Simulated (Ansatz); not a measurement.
Species: AsH3, charge -1, multiplicity 2. 
Coordinates optimised at B3LYP-D3(BJ)/def2-TZVP (Ansatz, a first-principles code):
```xyz
4

As     0.0144     0.0199     0.0538
H     -0.7488    -1.0335    -0.7582
H     -1.1908     1.1502    -0.5092
H      1.4639    -0.7737    -0.5087
```
Charge -1, spin multiplicity 2.

Basis-set convergence of Hartree-Fock and MP2 correlation energies (hartree) with Ansatz. Cores are frozen in the correlated levels unless marked. UHF or UKS for open shells. Spin-orbit coupling is left out. The frozen core is the preceding noble-gas configuration, with the filled d and f shells of earlier blocks. Non-relativistic.

```json
[
 {"basis": "def2-SVPD", "functions": "62", "E(HF)": "-2235.56583", "E(corr, MP2)": "-0.14530"},
 {"basis": "def2-TZVPPD", "functions": "105", "E(HF)": "-2235.85100", "E(corr, MP2)": "-0.17477"},
 {"basis": "def2-QZVPPD", "functions": "194", "E(HF)": "-2235.89934", "E(corr, MP2)": "-0.18732"}
]
```

Extrapolating the two largest sets (X = 3 and 4) as X^-3: E(corr) = (64·(-0.18732) - 27·(-0.17477))/37 = -0.1965 Eh, an estimate of the basis-set limit. The largest set recovers 95.3 % of it, the smallest 74.0 %.
